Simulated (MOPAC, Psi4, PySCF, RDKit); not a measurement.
Conformational energy of SMILES C=C/C=C\O[SiH3] (C₄H₈OSi). Scanned: dihedral C3–C4–O5–Si6; all other coordinates were relaxed at GFN2-xTB. Points at φ and −φ are mirror images. Heavy atoms are numbered in the order of the SMILES C=C/C=C\O[SiH3], hydrogens after them in the order of the atoms that carry them; the mirror image has the same energies with the sign of each dihedral reversed.

PM6, restricted, heats of formation // GFN2-xTB (MOPAC); RKS-B3LYP/6-311+G** = restricted B3LYP/6-311+G**, spherical d, density fitting // GFN2-xTB (PySCF); UFF // GFN2-xTB (RDKit); PBE-D3(BJ)/def2-TZVP // GFN2-xTB (Psi4).

Energies relative to the lowest point of each profile, in kJ/mol; the last columns give the difference from PBE-D3(BJ):

```tsv
φ / °	PM6	RKS-B3LYP/6-311+G**	UFF	PBE-D3(BJ)/def2-TZVP	PM6 − PBE-D3(BJ)/def2-TZVP	RKS-B3LYP/6-311+G** − PBE-D3(BJ)/def2-TZVP	UFF − PBE-D3(BJ)/def2-TZVP
-150	6.9	0.7	12.1	0.8	6.1	-0.1	11.3
-120	4.3	4.1	37.4	4.0	0.3	0.1	33.4
-90	2.4	7.5	54.2	6.2	-3.9	1.3	48.0
-60	0.0	8.6	70.7	5.9	-5.9	2.7	64.8
-30	1.1	9.1	71.3	4.8	-3.6	4.3	66.6
0	1.4	9.8	72.7	4.9	-3.5	4.9	67.8
30	1.1	9.1	71.3	4.8	-3.6	4.3	66.6
60	0.0	8.6	70.7	5.9	-5.9	2.7	64.8
90	2.4	7.5	54.2	6.2	-3.9	1.3	48.0
120	4.3	4.1	37.4	4.0	0.3	0.1	33.4
150	6.9	0.7	12.1	0.8	6.1	-0.1	11.3
180	8.0	0.0	0.0	0.0	8.0	0.0	0.0
```

PM6 is furthest from PBE-D3(BJ)/def2-TZVP at 180 (8.0 kJ/mol, above); its mean absolute difference over the points is 4.3 kJ/mol.

RKS-B3LYP/6-311+G** is furthest from PBE-D3(BJ)/def2-TZVP at 0 (4.9 kJ/mol, above); its mean absolute difference over the points is 1.8 kJ/mol.

UFF is furthest from PBE-D3(BJ)/def2-TZVP at 0 (67.8 kJ/mol, above); its mean absolute difference over the points is 43.0 kJ/mol.
